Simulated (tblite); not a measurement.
Isomers of C7H12OSi. Computed values, GFN2-xTB/tblite, gas phase, harmonic and unscaled. Against measured fundamentals such values can be off by several per cent, at times by over 20. Modes of hydrogen on silicon can be 10 to 20 % off. One conformer each.

Electronic energies: GFN2-xTB at the same geometries; isomer energies are rough at this level and their order can be wrong.

```json
{"SMILES": "CCCc1coc([SiH3])c1", "electronic energy, lowest = 0 (kcal/mol)": "0.0"}
{"SMILES": "O=C1C=CC[C@@H](C[SiH3])C1", "electronic energy, lowest = 0 (kcal/mol)": "11.4"}
{"SMILES": "C=C1C[C@@H]1[C@H]1CCO[SiH2]1", "electronic energy, lowest = 0 (kcal/mol)": "5.9"}
```

Problem. How do GFN2-xTB zero-point energies change the relative energies?

Solution. 
```json
{"SMILES": "CCCc1coc([SiH3])c1", "ZPE (kcal/mol)": "104.2", "of it from modes above 1550 cm⁻¹": "51.1", "electronic (kcal/mol)": "0.0", "with ZPE, lowest = 0 (kcal/mol)": "0.0", "lowest mode (cm⁻¹)": "26", "rings": "1"}
{"SMILES": "C=C1C[C@@H]1[C@H]1CCO[SiH2]1", "ZPE (kcal/mol)": "106.0", "of it from modes above 1550 cm⁻¹": "52.2", "electronic (kcal/mol)": "5.9", "with ZPE, lowest = 0 (kcal/mol)": "7.6", "lowest mode (cm⁻¹)": "63", "rings": "2"}
{"SMILES": "O=C1C=CC[C@@H](C[SiH3])C1", "ZPE (kcal/mol)": "104.2", "of it from modes above 1550 cm⁻¹": "52.9", "electronic (kcal/mol)": "11.4", "with ZPE, lowest = 0 (kcal/mol)": "11.4", "lowest mode (cm⁻¹)": "55", "rings": "1"}
```

The zero-point energies span 1.8 kcal/mol, from `O=C1C=CC[C@@H](C[SiH3])C1` to `C=C1C[C@@H]1[C@H]1CCO[SiH2]1`. The order is unchanged.

Problem. What do entropy and thermal enthalpy add at 298.15 K and 1 bar (rigid rotor, harmonic oscillator, one conformer each)?

Solution. 
```
                      SMILES  point group  symmetry number  S (cal/(mol K))  H − H(0) (kcal/mol)  ZPE + H − H(0) − TS (kcal/mol)
          CCCc1coc([SiH3])c1           C1                1            105.0                 7.43                            80.4
C=C1C[C@@H]1[C@H]1CCO[SiH2]1           C1                1             96.3                 6.71                            84.0
   O=C1C=CC[C@@H](C[SiH3])C1           C1                1             98.8                 6.95                            81.7
```
